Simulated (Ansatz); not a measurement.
Isomers of As$_{3}$S$_{3}$ (doublet), relaxed with PBE0-D4/def2-SVP; total energies from Ansatz at PBE-QIDH/def2-TZVP.

```json
{"isomer": "A", "description": "point group Cs; 6 × As–S 2.22 to 2.26 Å; 1 × As–As 2.46 Å", "energy (Eh)": "-7899.91949"}
{"isomer": "B", "description": "point group Cs; 6 × As–S 2.23 to 2.27 Å; 1 × As–As 2.45 Å", "energy (Eh)": "-7899.90816"}
{"isomer": "C", "description": "point group not assigned; 4 × As–S 2.22 to 2.28 Å; 2 × As–As 2.43 to 2.45 Å; 1 × S–S 2.07 Å", "energy (Eh)": "-7899.89416"}
```

Correlated methods freeze 42 core orbitals; core or outer-core shells of As are correlated, in sets that lack core-valence functions.

The isomers come from a short search, and lower ones may exist.

Work out the relative energies (1 Eh = 2625.5 kJ/mol) and the Boltzmann populations at 800 K from electronic energies alone (R = 8.314 J/mol/K).

ΔE: A 0.0, B 29.7, C 66.5 kJ/mol. RT = 6.65 kJ/mol. Factors exp(−ΔE/RT): A 1, B 0.0115, C 4.54e-05; sum 1.012. Populations: A 98.9 %, B 1.1 %, C 0.0 %. Zero-point energy, vibrational entropy and symmetry numbers are left out and can shift these; an error of 4 kJ/mol changes a ratio by a factor of 1.8. Over the other density-functional and correlated levels in def2 sets, the gap between A and B ranges from 28 to 30 kJ/mol.
